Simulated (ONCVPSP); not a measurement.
**What one change does to a pseudopotential (Sm (Z = 62), ONCV)**

ONCVPSP 4.0.1 input, shortened (lines: element, Z, core and valence counts, functional; n l f; lmax; l rc ep ncon nbas qcut; lloc lpopt rc5 dvloc0; l nproj debl; icmod fcfact rcfact), Wu-Cohen, scalar-relativistic:

```
  Sm 62.00   10    5  -118130      upf
    1    0    2.00
    2    0    2.00
    2    1    6.00
    3    0    2.00
    3    1    6.00
    3    2   10.00
    4    0    2.00
    4    1    6.00
    4    2   10.00
    4    3    5.00
    5    0    2.00
    5    1    6.00
    5    2    1.00
    6    0    1.75
    6    1    0.25
    2
    0    2.45    0.00    5    8    5.30
    1    2.35    0.00    4    8    5.80
    2    2.85    0.00    4    9    4.50
    4    3    2.35    0.00
    0    2    1.70
    1    2    1.40
    2    3    0.70
    3    3.50    1.20
```

All-electron outer shells of the reference configuration (Wu-Cohen, scalar-relativistic, ld1.x):

```json
{"shell": "4d", "level (eV)": "-135.70", "outermost node (bohr)": "0.28", "outermost maximum (bohr)": "0.58"}
{"shell": "5s", "level (eV)": "-47.05", "outermost node (bohr)": "0.68", "outermost maximum (bohr)": "1.25"}
{"shell": "5p", "level (eV)": "-26.31", "outermost node (bohr)": "0.73", "outermost maximum (bohr)": "1.42"}
{"shell": "4f", "level (eV)": "-8.30", "outermost node (bohr)": "–", "outermost maximum (bohr)": "0.61"}
{"shell": "6s", "level (eV)": "-4.21", "outermost node (bohr)": "1.66", "outermost maximum (bohr)": "3.48"}
{"shell": "5d", "level (eV)": "-3.02", "outermost node (bohr)": "0.83", "outermost maximum (bohr)": "2.01"}
{"shell": "6p", "level (eV)": "-1.46", "outermost node (bohr)": "1.99", "outermost maximum (bohr)": "4.59"}
```

Change: all radii but the core radius scaled by about 1.07 (s 2.64, p 2.52, d 3.06 bohr); local potential polynomial inside 2.52 bohr (lpopt 3, dvloc0 0 Ha).

Cutoffs: the cutoffs (Ha) at which the residual kinetic energy of the hardest occupied pseudo-wave falls to 1 and 0.1 mHa per electron; they do not see the model core or the augmentation charge, which bear on the density cutoff. Errors are all-electron minus pseudo energies relative to the spin-unpolarised reference configuration.

What does the change do?

The potential gets softer (10 Ha and 12 Ha → 9.4 Ha and 11 Ha); of the 4 tests that both files solve, the error grows in 0 and shrinks in 1 by more than 15 % and 0.3 meV (median size 2.3 → 1.9 meV); neither file shows a bound ghost. A larger radius leaves more room for a smooth pseudo-wave, so fewer plane waves are needed.

```tsv
quantity	base	changed
cutoff, loose	10 Ha	9.4 Ha
cutoff, tight	12 Ha	11 Ha
loose cutoff by channel	s 10 Ha, p 6.4 Ha, d 7.0 Ha	s 9.4 Ha, p 6.4 Ha, d 6.8 Ha
bound ghosts	none	none
GHOST(+) flags under 300 eV	none	none
error for 5s2 5p6 5d1 6s2 6p0, meV [ΔE -0.68 eV]	+0.1	+0.1
error for 5s2 5p6 5d1 6s1 6p0, meV [ΔE 5.80 eV]	-3.0	-3.0
error for 5s2 5p6 5d1 6s0 6p0, meV [ΔE 17.46 eV]	+1.7	+0.8
error for 5s2 5p6 5d2 6s1 6p0, meV [ΔE 0.78 eV]	-6.3	-5.5
rms error of d²Exc/dni dnj with the model core, mHa	1.51	1.44
```
